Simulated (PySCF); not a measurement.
Compound: C6H9Cl.
Atom-mapped SMILES: `[CH3:1][CH2:2][C:3]1=[CH:4][C@H:5]([Cl:6])[CH2:7]1`

Cartesian coordinates in Å at the GFN2-xTB level; atoms count from 1:
```xyz
16
C6H9Cl angstrom
C      2.1020    0.0649    0.6724
C      1.3192   -0.4712   -0.5281
C     -0.1171   -0.1138   -0.4343
C     -0.9742    0.5859   -1.1812
C     -2.1398    0.3183   -0.2795
Cl    -2.8614    1.7575    0.4874
C     -1.1472   -0.4618    0.6170
H      3.1597   -0.1620    0.5637
H      1.9847    1.1433    0.7478
H      1.7435   -0.3882    1.5934
H      1.7293   -0.0623   -1.4536
H      1.4175   -1.5605   -0.5604
H     -0.9046    1.1454   -2.0945
H     -2.9642   -0.2591   -0.6972
H     -0.9861   -0.0064    1.5914
H     -1.3689   -1.5210    0.7397
```

NICS = −σ at a ghost point: NICS(0) at the centroid of the ring atoms, NICS(1) 1 Å to either side along the normal of their mean plane, zz for the tensor component along that normal. Level: GIAO PBE0/pcSseg-1 (PySCF, non-relativistic, gas phase) on the GFN2-xTB geometry, one conformer.

Ring bond lengths (Å), with Mayer bond orders in brackets: C3–C4 1.335 (1.74), C4–C5 1.498 (0.99), C5–C7 1.548 (0.97), C7–C3 1.512 (1.04).

Problem. Give the NICS values of each ring in ppm.

Solution. 
| ring | type | NICS(0) | NICS(1), two faces | NICS(1)zz, two faces | rms pucker (Å) | centre to ring atoms, mean (Å) |
| --- | --- | --- | --- | --- | --- | --- |
| C3–C4–C5–C7 | 4-membered carbocycle; formal bonds 1 double, 3 single | -0.2 | -1.8 / -3.5 | 3.2 / -1.7 | 0.01 | 1.04 |

Problem. What can be read from them?

Solution. 
- C3–C4–C5–C7: mean NICS(1)zz 0.8 ppm, near zero. C5, C7 have four or more neighbours, and the NICS criterion for π rings isn't applied. The two faces differ by 4.9 ppm, so no symmetry operation interchanges them.

Problem. At the first NICS(1) probe listed for ring C3–C4–C5–C7, 1 Å off the ring, how large is the induced field along the normal in 1 T applied along it?

Solution. NICSzz × B0 = 3.2 ppm × 1 T = 3 μT, along the applied field.

Problem. How shielded are the nuclei of the rings and their hydrogens (means over atoms taken as equivalent)?

Solution. 
```csv
atoms,environment,σ isotropic (ppm),"principal values of the symmetric part, first atom (ppm)"
C3,fully substituted alkene carbon,23.8,"-100.4, 28.5, 143.4"
C4,alkene CH carbon,47.8,"-46.7, 56.7, 133.4"
C5,sp3 C–Cl carbon,130.0,"99.8, 127.1, 163.0"
C7,allylic carbon,141.8,"122.4, 141.7, 161.3"
H13,vinylic hydrogen,25.69,"23.9, 25.9, 27.4"
H14,methine hydrogen,27.05,"21.4, 26.8, 33.0"
H15,methylene hydrogen,29.05,"25.9, 29.6, 31.7"
H16,methylene hydrogen,28.82,"25.6, 27.6, 33.2"
```

The run took 22 s on an Arm Neoverse V1 with one thread, shared host with 32 logical CPUs at a one-minute load of 12, and the process peaked at 0.77 GiB of memory. This is the whole shielding run at PBE0/pcSseg-1, SCF included.
